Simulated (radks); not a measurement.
Problem. Spherical quantum dot in the effective-mass picture: electrons in a parabolic well V = omega^2 r^2 / 2 with omega unknown, with a point charge +2 (a donor) at the centre, all in effective atomic units (hartree* = m*/eps^2 hartree, bohr* = eps/m* bohr), one dielectric constant everywhere. Calculated with a radial shooting solver with Libxc functionals: non-relativistic Kohn-Sham, LDA (Slater exchange, Perdew-Wang correlation), spin-polarised, spherical densities. Levels are named by radial order and angular momentum (1s, 1p, 1d, 2s, ...), and open shells are averaged over m. Each electron was tried in the lowest free levels, single moves between levels near the top were tried too, and the lowest total energy was kept; such a search can miss a lower state. The values of mu = E(N) - E(N-1) (hartree*) for N = 2 to 12 are -0.85160, 0.50104, 0.73924, 0.97323, 1.1957, 1.4355, 1.6517, 1.8333, 2.0107, 2.3041, 2.4600. Estimate omega.

Solution. omega = 0.223 (effective atomic units). The central charge lowers the s levels, so the charging steps and shell gaps carry the answer. The first electron has mu near 1.5 omega without a central charge, and each new shell adds about omega plus the charging energy.
